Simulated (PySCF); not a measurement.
LaO (SMILES [O]=[La]), doublet, geometry from GFN2-xTB (such geometries of metal compounds can be far from the true shape) (core potentials on La); HF/def2-SVP in PySCF.

Here is a job for PySCF.
```python
from pyscf import gto, scf

mol = gto.M(
    atom='''
La   -0.000000   -0.000000   -0.248835
O     0.000000    0.000000    1.772953
''',
    basis='def2-svp',
    ecp={'La': 'def2-svp'},
    charge=0,
    spin=1,
    verbose=4,
)

mf = scf.UHF(mol)
mf.kernel()
```

It wrote (shortened):

```
PySCF version 2.14.0

[INPUT] verbose = 4
[INPUT] num. atoms = 2
[INPUT] num. electrons = 19
[INPUT] charge = 0
[INPUT] spin (= nelec alpha-beta = 2S) = 1
[INPUT] symmetry False subgroup None
[INPUT] Mole.unit = angstrom
[INPUT] Symbol           X                Y                Z      unit          X                Y                Z       unit  Magmom
[INPUT]  1 La     0.000000000000   0.000000000000  -0.248835000000 AA    0.000000000000   0.000000000000  -0.470230000206 Bohr   0.0
[INPUT]  2 O      0.000000000000   0.000000000000   1.772953000000 AA    0.000000000000   0.000000000000   3.350395601726 Bohr   0.0

nuclear repulsion = 23.0328771171656
number of shells = 18
number of NR pGTOs = 81
number of NR cGTOs = 46
basis = def2-svp
ecp = {'La': 'def2-svp'}

******** <class 'pyscf.scf.uhf.UHF'> ********
method = UHF
initial guess = minao
damping factor = 0
level_shift factor = 0
DIIS = <class 'pyscf.scf.diis.CDIIS'>
diis_start_cycle = 1
diis_space = 8
diis_damp = 0
SCF conv_tol = 1e-09
SCF conv_tol_grad = None
SCF max_cycles = 50
direct_scf = True
direct_scf_tol = 1e-13
number electrons alpha = 10  beta = 9
Set gradient conv threshold to 3.16228e-05
init E= -102.31880528219

cycle= 1 E= -105.65675214937  delta_E= -3.34  |g|= 0.754  |ddm|= 7.14
cycle= 2 E= -104.892027451988  delta_E= 0.765  |g|= 1.47  |ddm|= 1.66
cycle= 3 E= -105.927165792347  delta_E= -1.04  |g|= 0.0796  |ddm|= 1.05
cycle= 4 E= -105.933126384607  delta_E= -0.00596  |g|= 0.0162  |ddm|= 0.244
cycle= 5 E= -105.933950670768  delta_E= -0.000824  |g|= 0.00757  |ddm|= 0.129
cycle= 6 E= -105.934250256105  delta_E= -0.0003  |g|= 0.00417  |ddm|= 0.0831
cycle= 7 E= -105.934378947186  delta_E= -0.000129  |g|= 0.00234  |ddm|= 0.0588
cycle= 8 E= -105.934413169605  delta_E= -3.42e-05  |g|= 0.00152  |ddm|= 0.0256
cycle= 9 E= -105.934425745708  delta_E= -1.26e-05  |g|= 0.00115  |ddm|= 0.0107
cycle= 10 E= -105.934435902997  delta_E= -1.02e-05  |g|= 0.000811  |ddm|= 0.00836
cycle= 11 E= -105.934443917319  delta_E= -8.01e-06  |g|= 0.000272  |ddm|= 0.0118
cycle= 12 E= -105.934444372813  delta_E= -4.55e-07  |g|= 0.00018  |ddm|= 0.00256
cycle= 13 E= -105.934444428735  delta_E= -5.59e-08  |g|= 7.84e-05  |ddm|= 0.000692
cycle= 14 E= -105.934444453071  delta_E= -2.43e-08  |g|= 4.63e-05  |ddm|= 0.000362
cycle= 15 E= -105.934444463175  delta_E= -1.01e-08  |g|= 2.13e-05  |ddm|= 0.000268
cycle= 16 E= -105.934444465329  delta_E= -2.15e-09  |g|= 8.36e-06  |ddm|= 0.00014
cycle= 17 E= -105.93444446562  delta_E= -2.91e-10  |g|= 3.28e-06  |ddm|= 5.56e-05
Extra cycle  E= -105.93444446565  delta_E= -3.04e-11  |g|= 2.26e-06  |ddm|= 1.65e-05
converged SCF energy = -105.93444446565  <S^2> = 0.75996426  2S+1 = 2.0099396
```
